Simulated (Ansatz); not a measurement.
C$_{6}$H$_{14}$O$_{3}$, SMILES `COCCOCCOC`. Charge 0, multiplicity 1. All single points use the PBE0-D4/def2-TZVP geometry. It is one conformer, not always the lowest.

```xyz
23

C    -3.086   -0.820    0.939
O    -2.092   -1.639    1.494
C    -0.850   -1.001    1.646
C    -0.032   -1.032    0.369
O     1.166   -0.346    0.621
C     2.111   -0.420   -0.420
C     1.805    0.436   -1.634
O     1.915    1.816   -1.408
C     0.783    2.405   -0.819
H    -2.848   -0.501   -0.084
H    -4.007   -1.403    0.913
H    -3.251    0.077    1.552
H    -0.976    0.040    1.973
H    -0.307   -1.533    2.431
H     0.169   -2.075    0.084
H    -0.597   -0.569   -0.452
H     2.231   -1.465   -0.748
H     3.059   -0.087    0.010
H     0.813    0.193   -2.046
H     2.543    0.189   -2.404
H     0.634    2.073    0.213
H     0.941    3.484   -0.831
H    -0.125    2.179   -1.397
```

(1) What is the dipole moment at PBE/def2-TZVPP? (Estimate.)

(2) And with r2SCAN, B3LYP, ωB97M-V? (Best estimate.)

(3) Give the Mulliken charges with PBE, ωB97M-V, r2SCAN in def2-TZVPP. (Best estimate.)

Results:

(1) The calculation gave: 1.23 D, with components (-0.90, -0.05, -0.84) D in this frame, pointing from negative to positive charge.

(2) Ansatz gave: r2SCAN 1.28 D, B3LYP 1.34 D, ωB97M-V 1.35 D.

(3) Ansatz gave: 
| atom | PBE | ωB97M-V | r2SCAN |
| --- | --- | --- | --- |
| C1 | -0.14 | -0.18 | 0.00 |
| O2 | -0.26 | -0.31 | -0.34 |
| C3 | 0.05 | -0.03 | 0.16 |
| C4 | -0.02 | -0.04 | 0.04 |
| O5 | -0.27 | -0.31 | -0.34 |
| C6 | 0.02 | -0.04 | 0.11 |
| C7 | 0.01 | -0.07 | 0.12 |
| O8 | -0.26 | -0.30 | -0.33 |
| C9 | -0.14 | -0.18 | 0.00 |
| H10 | 0.08 | 0.10 | 0.04 |
| H11 | 0.11 | 0.13 | 0.07 |
| H12 | 0.08 | 0.10 | 0.04 |
| H13 | 0.05 | 0.09 | 0.02 |
| H14 | 0.08 | 0.11 | 0.04 |
| H15 | 0.07 | 0.11 | 0.05 |
| H16 | 0.06 | 0.08 | 0.04 |
| H17 | 0.04 | 0.09 | 0.01 |
| H18 | 0.08 | 0.12 | 0.05 |
| H19 | 0.04 | 0.09 | 0.02 |
| H20 | 0.08 | 0.11 | 0.03 |
| H21 | 0.09 | 0.12 | 0.07 |
| H22 | 0.11 | 0.13 | 0.06 |
| H23 | 0.07 | 0.09 | 0.03 |

B3LYP here is the variant with VWN-RPA as its local correlation; programs differ in this.
